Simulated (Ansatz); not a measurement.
## Relative stability

The two ends of one reaction step of SiN2H10O, singlet (PBE0-D4/def2-TZVP).

A:

| atom | x (Å) | y (Å) | z (Å) |
| --- | --- | --- | --- |
| Si1 | 0.7295 | 1.5229 | -0.7603 |
| O2 | -0.2524 | 0.1967 | 2.5928 |
| H3 | 1.3884 | 2.6349 | -1.5087 |
| H4 | 1.7482 | 0.9190 | 0.1328 |
| H5 | -0.4166 | 2.0738 | -0.0046 |
| H6 | -0.5986 | -1.2276 | -0.3101 |
| N7 | 0.1173 | 0.2513 | -1.7828 |
| H8 | -0.4258 | -0.5168 | 1.9446 |
| N9 | -0.8421 | -1.7252 | 0.5459 |
| H10 | 0.6824 | 0.1292 | 2.7937 |
| H11 | -0.6832 | 0.4864 | -2.3532 |
| H12 | 0.7936 | -0.2321 | -2.3574 |
| H13 | -0.3978 | -2.6343 | 0.5217 |
| H14 | -1.8430 | -1.8780 | 0.5456 |

B:

```
atom    x (Å)    y (Å)    z (Å)
 Si1   0.6178   1.3028   0.4747
  O2   0.8263   2.1612   1.9051
  H3   1.2736   2.1359  -0.5696
  H4   1.3117   0.0033   0.7150
  H5  -0.8626   1.2489   0.4672
  H6  -0.3729  -0.7949  -1.2075
  N7   0.1310   0.0335  -1.5346
  H8  -0.5316  -1.8826   0.9360
  N9  -1.2112  -2.0819   0.2103
 H10   1.7285   2.3863   2.1340
 H11  -0.4564   0.5356  -2.1890
 H12   0.9611  -0.2661  -2.0309
 H13  -1.3220  -3.0873   0.1655
 H14  -2.0934  -1.6946   0.5238
```

Program: Ansatz 0.2.0. Basis: def2-TZVPP. Cores are frozen in the correlated methods. B3LYP uses VWN-RPA correlation.

Task: Which structure is lower at CCSD(T), and by how much? (An estimate is asked for; the value comes from the calculation.)

Result: By the calculation: B, by 0.382 eV (electronic energy, against the other). By their contacts, A is a complex of SiNH₅ ([NH2][SiH3]) + H₂O + NH₃ and B is a complex of SiH₄O ([OH][SiH3]) + NH₃ + NH₃.

All methods give the same order:

| method | E(B) − E(A) (eV) |
| --- | --- |
| SPW92 | -0.434 |
| PBE-D4 | -0.363 |
| BLYP-D4 | -0.334 |
| r2SCAN-D4 | -0.409 |
| B97M-V | -0.428 |
| PBE0-D4 | -0.370 |
| B3LYP-D4 | -0.343 |
| r2SCAN0-D4 | -0.404 |
| BHLYP-D4 | -0.364 |
| CAM-B3LYP-D4 | -0.358 |
| wB97X-V | -0.386 |
| wB97M-V | -0.414 |
| B2PLYP | -0.361 |
| PBE-QIDH | -0.393 |
| RPA on PBE | -0.383 |
| HF | -0.312 |
| MP2 | -0.388 |
| CCSD | -0.372 |
| CCSD(T) | -0.382 |

T1 diagnostic: at most 0.010.

Labels in which every atom is bracketed show which atoms are joined, not bond orders.

For scale, one of the runs: CCSD(T)/def2-TZVPP, 275 basis functions, launched by `ansatz run in.yaml --threads 8 --pin off --events-out ev --progress --plain --max-ram 19148MiB`. The run took 66 s on 8 CPU threads of a Oxide Virtual Turin-like (shared host), with 7.6 GiB of host memory at its peak.
